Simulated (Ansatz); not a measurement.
Calculated with Ansatz (gas phase, PBE0-D4/def2-TZVP geometries, no zero-point term in ΔE). CCSD(T)/CBS is the MP2 limit (def2-TZVPP, def2-QZVPP) plus CCSD(T) − MP2 in def2-TZVPP, frozen cores. DFT in def2-TZVPP. Each species was taken in one conformer, which may not be the lowest.

`C1N[SiH2]S1` → `SC1N[SiH2]1`  (isomerisation)

CCSD(T)/CBS gives +38.6 kcal/mol.

Question: Another level gave +36.5 kcal/mol. Which?
A. BHLYP/def2-TZVPP
B. BLYP/def2-TZVPP
C. r2SCAN/def2-TZVPP
D. CAM-B3LYP-D4/def2-TZVPP

Answer: C. r2SCAN 36.5, CAM-B3LYP-D4 38.2, BLYP 34.2, BHLYP 40.3 kcal/mol.

Largest T1 diagnostic among the species: 0.013.

From BLYP to BHLYP (50 % exact exchange), in def2-TZVPP and without D4, ΔE moves by +6.1 kcal/mol. In def2-TZVPP, CCSD(T) changes the Hartree–Fock value by −5.3 kcal/mol (the triples alone add −0.9 kcal/mol) and MP2 by −4.6 kcal/mol.
